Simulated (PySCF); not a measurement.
Compound: C4H7NOSi.
Geometry (GFN2-xTB, Å), atoms numbered from 1 in this order:
```xyz
14
C4H7NOSi angstrom
C      2.7808   -0.4165   -0.0443
O      1.4080   -0.6466    0.0232
Si     0.2052    0.4054   -0.2547
C     -1.2664   -0.7230    0.0566
C     -2.5327   -0.3194   -0.0490
C     -2.8755    0.9980   -0.4031
N     -3.1745    2.0679   -0.6901
H      3.0794    0.3597    0.6638
H      3.2939   -1.3466    0.2026
H      3.0719   -0.0997   -1.0483
H      0.2394    1.5348    0.6791
H      0.2310    0.9126   -1.6298
H     -1.0829   -1.7525    0.3353
H     -3.3785   -0.9746    0.1314
```

Computed at PBE0/pcSseg-1 (PySCF, non-relativistic), with Q(17O) = −0.0256 b, Q(14N) = 0.02044 b: O2, 17O (I = 5/2): χzz = -10.34 MHz, η = 0.394; N7, 14N (I = 1): χzz = -4.733 MHz, η = 0.037.

(1) Where would the pure quadrupole (NQR) lines of 17O at O2 fall for the rigid, isolated species?

(2) Find the zero-field quadrupole resonance frequencies of 14N at N7.

## Answers

(1) From the eigenvalues of H = χ/[4I(2I − 1)] × [3Iz² − I(I + 1) + η(Ix² − Iy²)], steps between neighbouring levels, labelled as for η = 0: ±1/2↔±3/2 1.794 MHz, ±3/2↔±5/2 3.014 MHz (silyl ether oxygen).

(2) From ν± = (3/4)|χ|(1 ± η/3) and ν0 = |χ|η/2: ν+ 3.594 MHz, ν− 3.506 MHz, ν0 0.088 MHz (nitrile nitrogen).

In a crystal, neighbours and librations shift these lines. GFN2-xTB bond lengths can be off by several hundredths of an ångström, more for odd bonds, and the gradients follow them. With so small a basis the couplings can be 20 % off.

One conformer stands for the species.
